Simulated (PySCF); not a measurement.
# Hartree-Fock beside MP2: BFH3Si

All numbers below are calculated, not measured. They come from PySCF 2.14.0, an open-source quantum chemistry program, on an isolated molecule that a program drew, which may never have been made. The molecule is BFH3Si (charge 0, doublet), drawn as the SMILES string `B[SiH]F`.

The geometry was optimised and harmonic frequencies were computed with HF and MP2, all in the cc-pV(D+d)Z basis, for the commonest isotopes, with a restricted reference for singlets and an unrestricted one otherwise, and a frozen core in MP2. Each result is a local minimum of its method.

Geometry at the HF minimum:
```xyz
6
BFH3Si, angstrom
B    -2.3099    1.3280   -1.8740
Si   -0.5360    0.9239   -1.2866
F     0.1305    1.5379    0.0466
H    -2.6769    0.8004   -2.8849
H    -3.0139    2.0710   -1.2572
H     0.4706    0.0483   -1.9002
```

Lengths of the bonds as drawn, in Å (atoms numbered as above):
| bond | HF | MP2 |
|---|---|---|
| B1-Si2 | 1.912 | 1.905 |
| Si2-F3 | 1.612 | 1.629 |
| B1-H4 | 1.198 | 1.206 |
| B1-H5 | 1.195 | 1.202 |
| Si2-H6 | 1.469 | 1.476 |

Rotational constants, in GHz:
```
constant     HF    MP2
       A  31.82  32.44
       B  6.323  6.213
       C  5.275  5.214
```

Harmonic frequencies in cm^-1, each column in rising order, so a row needn't be the same motion in every method:
| rank | HF | MP2 |
|---|---|---|
| 1 | 151 | 218 |
| 2 | 231 | 332 |
| 3 | 428 | 448 |
| 4 | 641 | ? |
| 5 | 733 | 732 |
| 6 | 854 | 787 |
| 7 | 895 | 864 |
| 8 | 960 | 939 |
| 9 | 1228 | 1158 |
| 10 | 2386 | 2326 |
| 11 | 2690 | 2636 |
| 12 | 2790 | 2745 |

**Estimate the missing MP2 frequency from the HF column.**

A single factor s that minimises the squared misfit of MP2 against s times HF over the other rows is sum(HF x MP2) / sum(HF^2) = 0.9779, with an rms misfit of 45 cm^-1. For rank 4 it gives 0.9779 x 641 = 627 cm^-1. The calculation gives 607 cm^-1, 20 cm^-1 below the estimate. The drawn bonds are on average 0.5 % longer in MP2 than in HF.
